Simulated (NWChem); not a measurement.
System: C2H9N2 cation; SMILES NCC[NH3+]

NWChem input:

```
start job
memory heap 200 mb stack 900 mb global 1100 mb
charge 1
geometry units angstroms noautosym nocenter noautoz
  N     -0.218815    -1.900391    -0.022142
  C      0.491308    -0.655142    -0.056583
  C     -0.535296     0.468554     0.048128
  N      0.111965     1.824958     0.016615
  H     -0.481653    -2.234644    -0.945140
  H      0.301248    -2.636521     0.444274
  H      1.170607    -0.598021     0.810971
  H      1.123632    -0.496101    -0.957293
  H     -1.249297     0.438636    -0.787305
  H     -1.098907     0.390720     0.987474
  H     -0.578846     2.584318     0.070457
  H      0.764622     1.951540     0.801942
  H      0.654658     1.965886    -0.846262
end
basis spherical
  * library 6-31g*
end
dft
  xc hfexch
  iterations 150
end
property
  shielding
end
task dft property
```

Output (shortened):

```
             Northwest Computational Chemistry Package (NWChem) 7.3.0
             --------------------------------------------------------

                             Geometry "geometry" -> ""
                             -------------------------

 Output coordinates in angstroms (scale by  1.889725989 to convert to a.u.)

  No.       Tag          Charge          X              Y              Z
 ---- ---------------- ---------- -------------- -------------- --------------
    1 N                    7.0000    -0.21881500    -1.90039100    -0.02214200
    2 C                    6.0000     0.49130800    -0.65514200    -0.05658300
    3 C                    6.0000    -0.53529600     0.46855400     0.04812800
    4 N                    7.0000     0.11196500     1.82495800     0.01661500
    5 H                    1.0000    -0.48165300    -2.23464400    -0.94514000
    6 H                    1.0000     0.30124800    -2.63652100     0.44427400
    7 H                    1.0000     1.17060700    -0.59802100     0.81097100
    8 H                    1.0000     1.12363200    -0.49610100    -0.95729300
    9 H                    1.0000    -1.24929700     0.43863600    -0.78730500
   10 H                    1.0000    -1.09890700     0.39072000     0.98747400
   11 H                    1.0000    -0.57884600     2.58431800     0.07045700
   12 H                    1.0000     0.76462200     1.95154000     0.80194200
   13 H                    1.0000     0.65465800     1.96588600    -0.84626200

 Effective nuclear repulsion energy (a.u.)     140.1741755669

  xc_inp: hfexch multiplicative factor not found.
                              NWChem Property Module
                              ----------------------

  itol2e modified to match energy
  convergence criterion.

                                 NWChem DFT Module
                                 -----------------

 Summary of "ao basis" -> "ao basis" (spherical)
 ------------------------------------------------------------------------------
       Tag                 Description            Shells   Functions and Types
 ---------------- ------------------------------  ------  ---------------------
 N                           6-31g*                  6       14   3s2p1d
 C                           6-31g*                  6       14   3s2p1d
 H                           6-31g*                  2        2   2s

  itol2e modified to match energy
  convergence criterion.

            General Information
            -------------------
          SCF calculation type: DFT
          Wavefunction type:  closed shell.
          No. of atoms     :    13
          No. of electrons :    34
           Alpha electrons :    17
            Beta electrons :    17
          Charge           :     1
          Spin multiplicity:     1
          Use of symmetry is: off; symmetry adaption is: off
          Maximum number of iterations: 150
          AO basis - number of functions:    74
                     number of shells:    42
          Convergence on energy requested:  1.00D-07
          Convergence on density requested:  1.00D-05
          Convergence on gradient requested:  5.00D-04

              XC Information
              --------------
                     Hartree-Fock (Exact) Exchange  1.000

      Superposition of Atomic Density Guess
      -------------------------------------

 Sum of atomic energies:        -188.39207764

 Renormalizing density from      35.00 to     34

      Non-variational initial energy
      ------------------------------

 Total energy =    -187.252552
 1-e energy   =    -515.157248
 2-e energy   =     187.730521
 HOMO         =      -0.606364
 LUMO         =      -0.165039

   convergence    iter        energy       DeltaE   RMS-Dens  Diis-err
 ---------------- ----- ----------------- --------- --------- ---------
 d= 0,ls=0.0,diis     1   -189.4810408340 -3.30D+02  1.34D-02  1.21D+00
 d= 0,ls=0.0,diis     2   -189.6012285629 -1.20D-01  4.57D-03  2.66D-01
 d= 0,ls=0.0,diis     3   -189.6312347150 -3.00D-02  8.23D-04  5.59D-03
 d= 0,ls=0.0,diis     4   -189.6321774282 -9.43D-04  1.93D-04  3.00D-04
 d= 0,ls=0.0,diis     5   -189.6322228565 -4.54D-05  7.97D-05  2.51D-05
  Resetting Diis
 d= 0,ls=0.0,diis     6   -189.6322282331 -5.38D-06  2.30D-05  1.18D-06
 d= 0,ls=0.0,diis     7   -189.6322285732 -3.40D-07  5.22D-06  9.64D-08
 d= 0,ls=0.0,diis     8   -189.6322285947 -2.16D-08  1.87D-06  2.36D-08

         Total DFT energy =     -189.632228594743
      One electron energy =     -526.281317436682
           Coulomb energy =      223.041166443365
    Exchange-Corr. energy =      -26.566253168355
 Nuclear repulsion energy =      140.174175566929

 Numeric. integr. density =        0.000000000000

                       DFT Final Molecular Orbital Analysis
                       ------------------------------------

 Vector   15  Occ=2.000000D+00  E=-7.214506D-01
              MO Center= -1.2D-01, -3.0D-01,  6.0D-02, r^2= 2.4D+00
   Bfn.  Coefficient  Atom+Function         Bfn.  Coefficient  Atom+Function
  ----- ------------  ---------------      ----- ------------  ---------------
    31      0.288186   3 C  px               18      0.284955   2 C  py
    32     -0.185998   3 C  py               17     -0.180570   2 C  px
    33     -0.168821   3 C  pz               35      0.166047   3 C  px
    67     -0.162411  10 H  s                 4     -0.149101   1 N  py
     5      0.134881   1 N  pz                3     -0.121846   1 N  px

 Vector   16  Occ=2.000000D+00  E=-6.711681D-01
              MO Center=  2.9D-01, -6.7D-01,  4.8D-02, r^2= 2.5D+00
   Bfn.  Coefficient  Atom+Function         Bfn.  Coefficient  Atom+Function
  ----- ------------  ---------------      ----- ------------  ---------------
    19      0.320347   2 C  pz               61      0.238509   7 H  s
    23      0.217560   2 C  pz               62      0.203761   7 H  s
    33     -0.181417   3 C  pz                5     -0.155944   1 N  pz
     3     -0.146053   1 N  px               63     -0.140702   8 H  s
    65      0.137257   9 H  s                17      0.132716   2 C  px

[...]

          -----------------------------------------
          Chemical Shielding Tensors (GIAO, in ppm)
          -----------------------------------------

                                NWChem CPHF Module
                                ------------------

  scftype          =     RHF
  nclosed          =       17
  nopen            =        0
  variables        =      969
  # of vectors     =        3
  tolerance        = 0.10D-03
  level shift      = 0.00D+00
  max iterations   =       50
  max subspace     =       30

 SCF residual:    8.9822259659066338E-005

Iterative solution of linear equations
  No. of variables      969
  No. of equations        3
  Maximum subspace       30
        Iterations       50
       Convergence  1.0D-04

   iter   nsub   residual    time
   ----  ------  --------  ---------
     1      3    8.12D-01      25.5
     2      6    9.46D-02      26.9
     3      9    1.15D-02      28.3
     4     12    2.73D-03      29.5
     5     15    3.96D-04      30.6
     6     18    9.74D-05      31.8

      Atom:    1  N
        Diamagnetic
    311.7822      9.3354      5.6595
      9.3354    334.3718     -1.5393
      5.6595     -1.5393    314.5332

        Paramagnetic
    -62.9806     -2.9369     15.8805
     -2.9369    -73.1479     -6.9215
     15.8805     -6.9215    -51.2342

        Total Shielding Tensor
    248.8016      6.3985     21.5400
      6.3985    261.2239     -8.4608
     21.5400     -8.4608    263.2990

           isotropic =     257.7748
          anisotropy =      32.4296

          Principal Components and Axis System
                 1           2           3
              279.3945    263.9179    230.0120

      1         0.5376      0.3650      0.7601
      2        -0.1929      0.9308     -0.3106
      3         0.8208     -0.0203     -0.5708

      Atom:    2  C
        Diamagnetic
    242.3774     -1.7711     -1.1828
     -1.7711    255.2029      0.6238
     -1.1828      0.6238    231.5150

        Paramagnetic
    -79.4145      8.5074     -4.7304
      8.5074    -69.1413      2.8476
     -4.7304      2.8476    -89.2619

        Total Shielding Tensor
    162.9629      6.7363     -5.9132
      6.7363    186.0615      3.4714
     -5.9132      3.4714    142.2532

           isotropic =     163.7592
          anisotropy =      36.2962

          Principal Components and Axis System
                 1           2           3
              187.9567    163.2158    140.1051

      1         0.2510      0.9266      0.2799
      2         0.9671     -0.2278     -0.1130
      3         0.0410     -0.2991      0.9533

      Atom:    3  C
        Diamagnetic
    242.0004      4.6152     -0.6799
      4.6152    263.1429      0.0972
     -0.6799      0.0972    232.3549

        Paramagnetic
    -89.0693      4.8775     -2.7751
      4.8775    -77.8941     -0.2648
     -2.7751     -0.2648   -101.8109

        Total Shielding Tensor
    152.9311      9.4927     -3.4550
      9.4927    185.2488     -0.1676
     -3.4550     -0.1676    130.5440

           isotropic =     156.2413
          anisotropy =      47.4143

          Principal Components and Axis System
                 1           2           3
              187.8509    150.8805    129.9926

      1         0.2640      0.9514      0.1587
      2         0.9643     -0.2636     -0.0243
      3        -0.0187     -0.1595      0.9870

      Atom:    4  N
        Diamagnetic
    324.2292      1.9442      0.0266
      1.9442    332.8808     -0.0102
      0.0266     -0.0102    324.2297

        Paramagnetic
    -87.8214     -0.4477      0.5925
     -0.4477    -85.7891      0.1470
      0.5925      0.1470    -91.6429

        Total Shielding Tensor
    236.4078      1.4965      0.6191
      1.4965    247.0917      0.1368
      0.6191      0.1368    232.5868

           isotropic =     238.6954
          anisotropy =      12.9079

          Principal Components and Axis System
                 1           2           3
              247.3007    236.2973    232.4883

      1         0.1369      0.9778     -0.1586
      2         0.9905     -0.1376      0.0070
      3         0.0150      0.1581      0.9873

      Atom:    5  H
        Diamagnetic
     22.6096      3.6472      5.8752
      3.6472     28.9970      7.3138
      5.8752      7.3138     36.8705

        Paramagnetic
      3.5240     -0.3268     -0.8140
     -0.3268      2.9079     -2.2201
     -0.8140     -2.2201     -0.0964

        Total Shielding Tensor
     26.1336      3.3204      5.0613
      3.3204     31.9049      5.0937
      5.0613      5.0937     36.7741

           isotropic =      31.6042
          anisotropy =      15.9793

          Principal Components and Axis System
                 1           2           3
               42.2571     28.6960     23.8596

      1         0.3514      0.0189      0.9360
      2         0.5017      0.8403     -0.2053
      3         0.7905     -0.5417     -0.2858

      Atom:    6  H
        Diamagnetic
     25.1944     -6.0446      4.8926
     -6.0446     37.4185     -7.3601
      4.8926     -7.3601     25.4094

        Paramagnetic
      1.8932      2.2142     -0.4040
      2.2142      0.2099      1.3286
     -0.4040      1.3286      2.8587

        Total Shielding Tensor
     27.0876     -3.8304      4.4887
     -3.8304     37.6285     -6.0315
      4.4887     -6.0315     28.2681

           isotropic =      30.9947
          anisotropy =      17.2912

          Principal Components and Axis System
                 1           2           3
               42.5222     27.4427     23.0194

      1        -0.3369      0.6476      0.6835
      2         0.8244      0.5536     -0.1182
      3        -0.4549      0.5236     -0.7203

      Atom:    7  H
        Diamagnetic
     30.2121      0.0124      8.0178
      0.0124     26.9867      0.4582
      8.0178      0.4582     28.8276

        Paramagnetic
      0.1454     -0.0142     -3.6400
     -0.0142      3.2612      0.0604
     -3.6400      0.0604     -0.5732

        Total Shielding Tensor
     30.3575     -0.0018      4.3778
     -0.0018     30.2479      0.5186
      4.3778      0.5186     28.2544

           isotropic =      29.6199
          anisotropy =       6.3255

          Principal Components and Axis System
                 1           2           3
               33.8369     30.2498     24.7731

      1         0.7797     -0.1162     -0.6153
      2         0.0892      0.9932     -0.0745
      3         0.6197      0.0033      0.7848

      Atom:    8  H
        Diamagnetic
     28.7424      0.7674     -8.3349
      0.7674     26.6894     -1.0324
     -8.3349     -1.0324     29.6703

        Paramagnetic
      0.7932     -0.0129      3.3735
     -0.0129      3.5320      0.7860
      3.3735      0.7860     -0.8108

        Total Shielding Tensor
     29.5356      0.7545     -4.9614
      0.7545     30.2214     -0.2464
     -4.9614     -0.2464     28.8595

           isotropic =      29.5388
          anisotropy =       7.1385

          Principal Components and Axis System
                 1           2           3
               34.2978     30.1129     24.2058

      1         0.7235     -0.0892      0.6845
      2         0.1743      0.9831     -0.0561
      3        -0.6680      0.1599      0.7268

      Atom:    9  H
        Diamagnetic
     29.8021      0.8695      8.3104
      0.8695     26.5378      0.6458
      8.3104      0.6458     27.5846

        Paramagnetic
      0.0850     -0.1261     -4.0597
     -0.1261      3.1998     -0.4121
     -4.0597     -0.4121      0.0175

        Total Shielding Tensor
     29.8871      0.7434      4.2507
      0.7434     29.7375      0.2337
      4.2507      0.2337     27.6021

           isotropic =      29.0756
          anisotropy =       6.3323

          Principal Components and Axis System
                 1           2           3
               33.2971     29.5999     24.3297

      1         0.7809     -0.1301     -0.6110
      2         0.2019      0.9781      0.0498
      3         0.5911     -0.1623      0.7901

      Atom:   10  H
        Diamagnetic
     26.8491      1.0610     -8.1618
      1.0610     26.1980     -1.0202
     -8.1618     -1.0202     30.0906

        Paramagnetic
      1.3063     -0.1895      3.8547
     -0.1895      2.6326      0.7333
      3.8547      0.7333     -0.9229

        Total Shielding Tensor
     28.1553      0.8715     -4.3070
      0.8715     28.8306     -0.2870
     -4.3070     -0.2870     29.1677

           isotropic =      28.7179
          anisotropy =       6.6407

          Principal Components and Axis System
                 1           2           3
               33.1450     28.7311     24.2775

      1        -0.6605     -0.0445      0.7495
      2        -0.1819      0.9780     -0.1022
      3         0.7284      0.2038      0.6541

      Atom:   11  H
        Diamagnetic
     28.1224    -10.2294     -0.6733
    -10.2294     35.0857      0.8459
     -0.6733      0.8459     19.4012

        Paramagnetic
     -0.0879      3.4220      0.2384
      3.4220     -0.6975     -0.2595
      0.2384     -0.2595      1.9622

        Total Shielding Tensor
     28.0344     -6.8074     -0.4348
     -6.8074     34.3881      0.5864
     -0.4348      0.5864     21.3634

           isotropic =      27.9286
          anisotropy =      16.2379

          Principal Components and Axis System
                 1           2           3
               38.7539     23.7002     21.3318

[...]
```

Level: Hartree-Fock/6-31G* (spherical d), GIAO. The geometry was optimised at PBE0/def2-SVP. The printed shielding anisotropy is the first printed principal value minus the mean of the other two.
